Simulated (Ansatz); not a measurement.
Hg3S2⁻. The state is a doublet with charge -1. Geometry B3LYP-D4/def2-SVP, that of the neutral singlet; atoms count from 1.

```xyz
5

Hg    0.6099    1.6445   -3.0846
Hg   -0.7173   -1.9893    3.7403
Hg   -0.2276   -0.6082    1.1354
S     0.1587    1.5048   -0.3479
S     0.1762   -0.5518   -1.4430
```

In the def2 sets Hg takes a core potential; there is no spin–orbit coupling. Another isomer (singlet) lies 0.16 eV lower at PBE0-D4/def2-TZVP.

Estimate the Mulliken populations from the PBE0/def2-TZVPD orbitals of Ansatz.


```csv
atom,charge (e),spin (α − β),d electrons
Hg1,0.01,0.22,9.97
Hg2,-0.12,0.25,9.99
Hg3,0.19,0.27,9.95
S4,-0.54,0.13,–
S5,-0.54,0.13,–
```
Mulliken values and Mayer orders depend strongly on the basis. With diffuse functions, as here, like atoms can get unlike values, and bond orders can come out too low or too high.

Where does the spin sit?

Summed by element: Hg 0.74, S 0.26, of 1 unpaired in all. Largest on single atoms: Hg3 0.27, Hg2 0.25, Hg1 0.22.

And the Mayer bond orders between bonded heavy atoms (over 0.3)?

Hg1–S4 0.32 (2.78 Å); Hg1–S5 0.32 (2.78 Å); Hg2–Hg3 0.45 (2.99 Å); Hg3–S4 0.42 (2.61 Å); Hg3–S5 0.42 (2.61 Å); S4–S5 0.90 (2.33 Å).
